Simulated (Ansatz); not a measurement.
Consider the ligand exchange at a Ge–O bond: `[OH][GeH2][O][SiH](O)O` + HI → `[OH][GeH2][I]` + `O[SiH](O)O`.

Program: Ansatz. Geometries: PBE0-D4/def2-TZVP. ΔE: electronic, gas phase. CCSD(T)/CBS is the MP2 limit (def2-TZVPP, def2-QZVPP) plus CCSD(T) − MP2 in def2-TZVPP, frozen cores. DFT in def2-TZVPP. Elements past krypton have def2 core potentials. For Ge, I outer-core shells are correlated without core-valence functions, which leaves a few kJ/mol of doubt a bond. Scalar relativity is left out up to krypton. One conformer a species, not always the lowest.

Task: Is it downhill or uphill in electronic energy at CCSD(T)/CBS, and by how much? (An estimate is asked.)

Result: Computed: Downhill: ΔE = -25.1 kJ/mol.

Task: What do these levels give: PBE0-D4, ωB97X-V, B2PLYP, MP2/def2-TZVPP, SCS-MP2/def2-TZVPP, MP2/def2-QZVPP? (Best estimate.)

Result: The calculation gave: PBE0-D4 -33.9, ωB97X-V -21.6, B2PLYP -25.7, MP2/def2-TZVPP -23.8, SCS-MP2/def2-TZVPP -19.1, MP2/def2-QZVPP -28.9 kJ/mol.

Largest T1 diagnostic among the species: 0.012.

The D4 term adds +6.1 kJ/mol with B3LYP and +3.7 kJ/mol with PBE0; it sums over pairs of atoms, weighted by their polarisabilities, and B3LYP, whose exchange is more repulsive, gets the larger term.

B3LYP here is the variant with VWN-RPA as its local correlation; programs differ in this.
